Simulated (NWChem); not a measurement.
# BHSF₂; SMILES FB(F)S

```xyz
5

B      0.0143    -0.4728     0.0000
F      1.1569    -1.1386     0.0000
F     -1.1222    -1.1527     0.0000
S      0.0561     1.3423     0.0000
H     -1.2824     1.5091     0.0000
```
Atoms are numbered in this order, from 1.

Results from NWChem. All runs use the structure optimised with B3LYP/6-31G* (spherical d). Ions are spin-unrestricted doublets at the neutral geometry; other ion states weren't tried. Functional: LC-ωPBE (HJS hole) with def2-SVP; rows give the range parameter ω in 1/bohr.

```csv
range parameter (1/bohr),"vertical ionisation energy, ΔSCF (eV)",−ε(HOMO) (eV),ΔSCF minus −ε(HOMO) (eV)
0.15,10.89,9.05,1.84
0.20,…,…,…
0.25,10.95,10.06,0.89
0.30,10.99,10.45,0.54
0.60,11.14,11.72,-0.58
```

**Question.** Complete the blanks.

**Answer.** 
- 0.20, vertical ionisation energy, ΔSCF (eV): 10.92
- 0.20, −ε(HOMO) (eV): 9.60
- 0.20, ΔSCF minus −ε(HOMO) (eV): 1.32
